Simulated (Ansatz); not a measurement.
Mulliken charges of FH5OSi2 (`O[SiH2][SiH2]F`) from B3LYP/def2-TZVPP in Ansatz (PBE0-D4/def2-TZVP geometry).

| atom | x (Å) | y (Å) | z (Å) | charge (e) |
| --- | --- | --- | --- | --- |
| O1 | -0.216 | 2.019 | -0.333 | -0.393 |
| Si2 | 0.479 | 0.771 | 0.501 | 0.387 |
| Si3 | -0.460 | -1.280 | -0.176 | 0.474 |
| F4 | 0.365 | -2.498 | 0.474 | -0.334 |
| H5 | -0.051 | 2.073 | -1.276 | 0.186 |
| H6 | 1.955 | 0.722 | 0.293 | -0.084 |
| H7 | 0.201 | 1.039 | 1.933 | -0.066 |
| H8 | -1.880 | -1.420 | 0.241 | -0.080 |
| H9 | -0.393 | -1.427 | -1.657 | -0.090 |

Problem. By hand: the dipole of these point charges (1 e Å = 4.8032 D).

Solution. Σ q r = (-0.071, 0.231, -0.177) e Å, of length 0.300 e Å = 1.44 D.

Problem. How does the dipole of the full density compare? (Estimate.)

Solution. Ansatz gave: (0.000, 0.182, -0.305) e Å, 1.71 D; the point charges give 0.84 times that, at 26° from its direction.

Point charges leave out the atoms' own dipoles, such as those of lone pairs, and Mulliken's split depends on the basis, so the two needn't agree.

B3LYP here is the variant with VWN-RPA as its local correlation; programs differ in this.
